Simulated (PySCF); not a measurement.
Adding and removing an electron: ZrO

PBE0; Zr def2-TZVPPD with ECP28, O def2-TZVPPD; scalar-relativistic core potentials (PySCF 2.14). Neutral (UKS): triplet (σ ↑, δ ↑), Re = 1.719 Å, ωe = 980 cm⁻¹, HOMO -4.89 eV, LUMO -2.21 eV.

ZrO⁺ (UKS): doublet (δ ↑), Re = 1.680 Å, ωe = 1049 cm⁻¹. The energies at the minima are -122.19140 hartree for ZrO and -121.94129 for ZrO⁺.

**Question.** Work out the adiabatic ionisation energy, without and with harmonic zero-point energies (1 hartree = 27.2114 eV, 1 eV = 8065.5 cm⁻¹), and the change of the bond length.

**Answer.** At PBE0: 0.25011 hartree = 6.806 eV between the minima; the zero-point term (1049.0 − 980.0)/2 cm⁻¹ = +0.004 eV makes it 6.810 eV. Re changes by -3.9 pm against the neutral. The electron leaves a σ orbital; in so polar a molecule the change of length follows mostly from the change of the ionic charges.

De is left out where the level can put another filling of the metal’s s and d shells below the measured ground configuration, by anything from nothing to about 1 eV. These are scalar-relativistic numbers at best; spin–orbit coupling would shift them, the dissociation energy most. The state is the lowest single determinant that the PBE0 search found; with open d or f shells the true ground state can be another one.
